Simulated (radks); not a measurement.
Task: Neutral scandium: order these configurations by energy. All-electron calculation, Dirac Kohn-Sham, PBE, spin-unpolarised, spherical densities, finite nucleus; Fermi nuclear charge, rms radius of each element as measured or else 0.836 A^(1/3) + 0.57 fm. Program: a radial shooting solver on a logarithmic mesh with Libxc functionals. Sub-shells are occupied by j as written (lower j first in brackets). [Ar] 3d(3/2: 1, 5/2: 0) 4s1 4p(1/2: 1, 3/2: 0); [Ar] 3d(3/2: 1, 5/2: 0) 4s2; [Ar] 3d(3/2: 2, 5/2: 0) 4s1; [Ar] 4s2 4p(1/2: 1, 3/2: 0).

Result: From the lowest, in eV above it: [Ar] 3d(3/2: 1, 5/2: 0) 4s2 0.000; [Ar] 3d(3/2: 2, 5/2: 0) 4s1 1.659; [Ar] 3d(3/2: 1, 5/2: 0) 4s1 4p(1/2: 1, 3/2: 0) 2.762; [Ar] 4s2 4p(1/2: 1, 3/2: 0) 3.459.
